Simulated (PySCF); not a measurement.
**Where the electron goes**

Species: C4H13GeN.
Z-matrix (Å and degrees, PBE0-D3(BJ)/def2-SVP geometry), rows numbered from 1:
```
C 
C   1  1.5193
C   2  1.5303  1  113.69
N   3  1.4442  2  115.98  1   -58.57
C   4  1.4382  3  115.91  2   -64.01
Ge  4  1.8317  3  122.05  2    98.46
H   1  1.1006  2  111.66  3  -177.24
H   1  1.1028  2  111.32  3   -57.07
H   1  1.1009  2  111.34  3    62.63
H   2  1.1040  1  109.69  3  -122.88
H   2  1.1037  1  110.19  3   121.31
H   3  1.1040  2  108.86  1    63.94
H   3  1.1094  2  108.41  1   178.75
H   5  1.1066  4  110.42  3   -48.03
H   5  1.1101  4  114.49  3    72.79
H   5  1.1022  4  110.55  3  -166.21
H   6  1.5385  4  106.66  3    28.14
H   6  1.5514  4  114.00  3   -92.49
H   6  1.5430  4  107.44  3   148.10
```

Computed with TDDFT CAM-B3LYP/def2-SVPD, vertical, gas phase, core orbitals frozen in the response (PySCF 2.14.0, density-fitted response routines). Relativistic effects, spin–orbit coupling among them, are left out although an element past zinc is present.

Kohn–Sham orbitals with the atoms that hold most of them (Löwdin shares over 4%, at most four atoms; ? is withheld):

```
orbital  ε (eV)                              atoms
 HOMO-3  -10.86   Ge6 34%, H17 20%, H19 17%, C5 8%
 HOMO-2  -10.61    Ge6 17%, C2 15%, C1 10%, H18 9%
 HOMO-1  -10.43                                  ?
   HOMO   -7.38                                  ?
   LUMO    1.01    Ge6 40%, H17 8%, H19 8%, H18 6%
 LUMO+1    1.39  Ge6 39%, H18 11%, H19 10%, H17 9%
 LUMO+2    1.85  Ge6 19%, C2 13%, H10 11%, H11 10%
```

**Question.** Give the leading atoms of the HOMO.

**Answer.** N4 (bonded to 2 C and Ge) 54%; C5 (bonded to N and 3 H) 9%; C3 (bonded to C, N and 2 H) 8%; Ge6 (bonded to N and 3 H) 7%. By element: nitrogen 54%, carbon 16% or more, germanium 7%.

**Question.** Give the leading atoms of the HOMO-1.

**Answer.** C3 (bonded to C, N and 2 H) 16%; N4 (bonded to 2 C and Ge) 16%; Ge6 (bonded to N and 3 H) 12%; C2 (bonded to 2 C and 2 H) 12%. By element: carbon 28% or more, nitrogen 16%, germanium 12%.

**Question.** How does S1 compare with the orbital gap of 8.40 eV?

**Answer.** S1 is at 5.51 eV (f = 0.0048), 2.89 eV below the gap, made of HOMO→LUMO (52%), HOMO→LUMO+1 (39%). Without the coupling terms of the response equations the lowest excitation would equal the gap.

Next come S2 at 5.89 eV (f 0.039), HOMO→LUMO+1 (44%), HOMO→LUMO (44%); S3 at 6.51 eV (f 0.0039), HOMO→LUMO+3 (45%), HOMO→LUMO+2 (35%); S4 at 6.55 eV (f 0.0073), HOMO→LUMO+2 (37%), HOMO→LUMO+6 (34%), HOMO→LUMO+3 (10%); S5 at 6.75 eV (f 0.045), HOMO→LUMO+4 (56%), HOMO→LUMO+5 (21%), HOMO→LUMO+3 (11%).

One conformer stands for the species.

Without π bonds the low states are Rydberg-like; a valence basis with one diffuse set may place them up to an eV too high.
